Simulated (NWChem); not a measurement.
System: CdGeH4O; SMILES [OH][Cd][GeH3]

Input file for NWChem:

```
start job
memory heap 200 mb stack 900 mb global 1100 mb
geometry units angstroms noautoz
  Cd    -0.655862     0.663281     0.000292
  O     -1.053466     2.602942    -0.000958
  H     -0.263638     3.154821     0.004891
  Ge    -0.238724    -1.812424     0.002004
  H      1.263206    -2.113195    -0.175922
  H     -0.685400    -2.466715     1.324173
  H     -0.988477    -2.520823    -1.143348
end
basis spherical
  * library def2-svp
end
ecp
  Cd library def2-ecp
end
dft
  xc xperdew91 perdew91
  iterations 150
  mulliken
end
task dft energy
```

Excerpt of the output:

```
             Northwest Computational Chemistry Package (NWChem) 7.3.0
             --------------------------------------------------------

 C1  symmetry detected

                             Geometry "geometry" -> ""
                             -------------------------

 Output coordinates in angstroms (scale by  1.889725989 to convert to a.u.)

  No.       Tag          Charge          X              Y              Z
 ---- ---------------- ---------- -------------- -------------- --------------
    1 Cd                  48.0000    -0.00194536     0.77544132    -0.00008284
    2 O                    8.0000    -0.06929575     2.75428921     0.00044739
    3 H                    1.0000     0.80178024     3.16618541    -0.00057046
    4 Ge                  32.0000    -0.00505128    -1.73515873     0.00009467
    5 H                    1.0000     1.42384665    -2.28295586    -0.18986209
    6 H                    1.0000    -0.54410899    -2.30628108     1.32636127
    7 H                    1.0000    -0.87213340    -2.30736642    -1.13856105

 Effective nuclear repulsion energy (a.u.)     533.1770209325

 Summary of "ao basis" -> "ao basis" (spherical)
 ------------------------------------------------------------------------------
       Tag                 Description            Shells   Functions and Types
 ---------------- ------------------------------  ------  ---------------------
 Cd                         def2-svp                11       31   5s3p2d1f
 O                          def2-svp                 6       14   3s2p1d
 H                          def2-svp                 3        5   2s1p
 Ge                         def2-svp                12       32   5s4p3d

            General Information
            -------------------
          SCF calculation type: DFT
          Wavefunction type:  closed shell.
          No. of atoms     :     7
          No. of electrons :    64
           Alpha electrons :    32
            Beta electrons :    32
          Charge           :     0
          Spin multiplicity:     1
          Use of symmetry is: off; symmetry adaption is: off
          Maximum number of iterations: 150
          AO basis - number of functions:    97
                     number of shells:    41
          Convergence on energy requested:  1.00D-06
          Convergence on density requested:  1.00D-05
          Convergence on gradient requested:  5.00D-04

              XC Information
              --------------
                 Perdew 1991   Exchange Functional  1.000
                Perdew 1991 Correlation Functional  1.000 non-local
            Perdew 1991 LDA Correlation Functional  1.000 local

             Grid Information
             ----------------
          Grid used for XC integration:  medium
          Radial quadrature: Mura-Knowles
          Angular quadrature: Lebedev.
          Tag              B.-S. Rad. Rad. Pts. Rad. Cut. Ang. Pts.
          ---              ---------- --------- --------- ---------
          Cd                  1.55      123          10.0       590
          O                   0.60       49          13.0       434
          H                   0.35       45          13.0       434
          Ge                  1.25      112          12.0       590
          Grid pruning is: on
          Number of quadrature shells:   464
          Spatial weights used:  Erf1

      Superposition of Atomic Density Guess
      -------------------------------------

 Sum of atomic energies:       -2343.70544629

      Non-variational initial energy
      ------------------------------

 Total energy =   -2319.140347
 1-e energy   =   -3826.463713
 2-e energy   =    1241.846099
 HOMO         =      -0.323253
 LUMO         =      -0.017587

     ---------------------------------------------
      Total Density - Mulliken Population Analysis
     ---------------------------------------------

    Atom       Charge   Shell Charges
 -----------   ------   -------------------------------------------------------
    1 Cd  20    19.26  -0.37  1.63  0.74  0.70  0.40  5.95  0.17  0.06  9.12  0.86  0.00
    2 O    8     9.07   1.99  1.12  0.69  3.16  2.10  0.00
    3 H    1     0.68   0.54  0.07  0.06
    4 Ge  32    31.79   2.00  2.00  2.00  1.07  0.29  6.00  5.98  1.19  1.22  8.13  1.81  0.11
    5 H    1     1.07   0.67  0.38  0.01
    6 H    1     1.07   0.67  0.38  0.01
    7 H    1     1.07   0.67  0.38  0.01

   convergence    iter        energy       DeltaE   RMS-Dens  Diis-err
 ---------------- ----- ----------------- --------- --------- ---------
 d= 0,ls=0.0,diis     1  -2322.1015165822 -2.59D+03  4.45D-02  9.91D-01
 d= 0,ls=0.0,diis     2  -2318.2145467664  3.89D+00  3.95D-02  2.24D+01
 d= 0,ls=0.0,diis     3  -2322.2374107346 -4.02D+00  2.88D-03  6.17D-02
 d= 0,ls=0.0,diis     4  -2322.2407336373 -3.32D-03  1.27D-03  2.58D-02
 d= 0,ls=0.0,diis     5  -2322.2427478947 -2.01D-03  4.36D-04  1.84D-03
  Resetting Diis
 d= 0,ls=0.0,diis     6  -2322.2429796881 -2.32D-04  1.33D-04  1.31D-04
 d= 0,ls=0.0,diis     7  -2322.2429924378 -1.27D-05  1.04D-04  3.38D-05
 d= 0,ls=0.0,diis     8  -2322.2429884123  4.03D-06  7.11D-05  7.96D-05
 d= 0,ls=0.0,diis     9  -2322.2429947106 -6.30D-06  1.68D-05  3.68D-06
 d= 0,ls=0.0,diis    10  -2322.2429951167 -4.06D-07  3.03D-06  2.52D-07

         Total DFT energy =    -2322.242995116660
      One electron energy =    -3827.096416394400
           Coulomb energy =     1344.088846594444
    Exchange-Corr. energy =     -104.712692398789
 Nuclear repulsion energy =      265.477267082083

 Numeric. integr. density =       64.000022116746

                       DFT Final Molecular Orbital Analysis
                       ------------------------------------

 Vector   30  Occ=2.000000D+00  E=-2.745101D-01
              MO Center=  8.8D-02,  6.3D-01, -9.8D-04, r^2= 4.5D+00
   Bfn.  Coefficient  Atom+Function         Bfn.  Coefficient  Atom+Function
  ----- ------------  ---------------      ----- ------------  ---------------
     4      0.579277  1 Cd s                  2     -0.349544  1 Cd s
    35      0.240291  2 O  px                63      0.219179  4 Ge py
    36     -0.183298  2 O  py                34     -0.180379  2 O  s
     5      0.158253  1 Cd s                 38      0.155709  2 O  px
     1      0.143206  1 Cd s                  3     -0.137108  1 Cd s

 Vector   31  Occ=2.000000D+00  E=-2.351272D-01
              MO Center= -9.1D-02,  1.1D+00,  2.5D-04, r^2= 5.3D+00
   Bfn.  Coefficient  Atom+Function         Bfn.  Coefficient  Atom+Function
  ----- ------------  ---------------      ----- ------------  ---------------
    36      0.403214  2 O  py                39      0.299469  2 O  py
    66      0.262198  4 Ge py                35     -0.258476  2 O  px
    63      0.248746  4 Ge py                55      0.211264  4 Ge s
    38     -0.190525  2 O  px                 7      0.170490  1 Cd py
    10     -0.167549  1 Cd py                60     -0.144772  4 Ge py

 Vector   32  Occ=2.000000D+00  E=-2.198626D-01
              MO Center= -4.8D-02,  2.6D+00,  1.1D-03, r^2= 1.1D+00
   Bfn.  Coefficient  Atom+Function         Bfn.  Coefficient  Atom+Function
  ----- ------------  ---------------      ----- ------------  ---------------
    37      0.606787  2 O  pz                40      0.460459  2 O  pz
    16     -0.160321  1 Cd d -1              14      0.154857  1 Cd pz
    11      0.088830  1 Cd pz                 8     -0.075683  1 Cd pz
    67     -0.046118  4 Ge pz                50      0.030524  3 H  pz
    88     -0.025410  6 H  s

 Vector   33  Occ=0.000000D+00  E=-6.061898D-02
              MO Center=  4.9D-01,  5.4D-01, -2.1D-03, r^2= 6.0D+00
   Bfn.  Coefficient  Atom+Function         Bfn.  Coefficient  Atom+Function
  ----- ------------  ---------------      ----- ------------  ---------------
     5      0.892687  1 Cd s                 55     -0.518692  4 Ge s
    54     -0.429994  4 Ge s                 66     -0.403456  4 Ge py
    34     -0.281757  2 O  s                 12      0.274508  1 Cd px
     4      0.256228  1 Cd s                 94      0.225214  7 H  s
    19     -0.222357  1 Cd d  2              36      0.220589  2 O  py

 Vector   34  Occ=0.000000D+00  E=-5.250848D-02
              MO Center= -4.5D-01,  2.6D-01,  4.0D-04, r^2= 5.5D+00
   Bfn.  Coefficient  Atom+Function         Bfn.  Coefficient  Atom+Function
  ----- ------------  ---------------      ----- ------------  ---------------
    12      0.674510  1 Cd px                84     -0.414488  5 H  s
     5     -0.377456  1 Cd s                 55      0.369120  4 Ge s
     9      0.279415  1 Cd px                65      0.269652  4 Ge px
    66      0.232819  4 Ge py                 6     -0.221781  1 Cd px
    13      0.193497  1 Cd py                54      0.192526  4 Ge s

 Vector   35  Occ=0.000000D+00  E=-4.663096D-02
              MO Center=  1.6D-02,  3.3D-01,  6.3D-04, r^2= 5.8D+00
   Bfn.  Coefficient  Atom+Function         Bfn.  Coefficient  Atom+Function
  ----- ------------  ---------------      ----- ------------  ---------------
    14      0.681034  1 Cd pz                89     -0.371457  6 H  s
    67      0.353192  4 Ge pz                94      0.317946  7 H  s
    11      0.288985  1 Cd pz                 8     -0.228745  1 Cd pz
    37     -0.188468  2 O  pz                40     -0.172477  2 O  pz
    88     -0.130840  6 H  s                 93      0.111903  7 H  s

     ---------------------------------------------
      Total Density - Mulliken Population Analysis
     ---------------------------------------------

[...]
```

Level: PW91/def2-SVP with def2 effective core potentials on Cd. Structure relaxed at the PBE0/def2-SVP level. def2 effective core potentials on Cd; no spin-orbit coupling.
